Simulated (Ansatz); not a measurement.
`O[SiH]([SiH3])CCl` + H–F → `O[SiH](F)CCl` + SiH₄  (cleavage of the Si–Si bond)

Calculated with Ansatz (gas phase, PBE0-D4/def2-TZVP geometries, no zero-point term in ΔE). CBS: MP2 limit from def2 TZ/QZ plus the TZ coupled-cluster correction, frozen cores. This one scheme is used for every species. Functionals use def2-TZVPP. B3LYP here is the variant with VWN-RPA as its local correlation; programs differ in this. One conformer a species, not always the lowest.

CCSD(T)/CBS gives -160.4 kJ/mol.

**Question.** Another level gave -166.5 kJ/mol. Which?
A. MP2/def2-TZVPP
B. HF/def2-TZVPP
C. B3LYP/def2-TZVPP
D. PBE0-D4/def2-TZVPP

**Answer.** A. MP2/def2-TZVPP -166.5, PBE0-D4 -146.2, HF/def2-TZVPP -194.1, B3LYP -172.0 kJ/mol.

Largest T1 diagnostic among the species: 0.011.

The D4 term adds +8.6 kJ/mol with B3LYP and +5.0 kJ/mol with PBE0; it sums over pairs of atoms, weighted by their polarisabilities, and B3LYP, whose exchange is more repulsive, gets the larger term. From PBE to PBE0 (25 % exact exchange), in def2-TZVPP and without D4, ΔE moves by −5.4 kJ/mol.
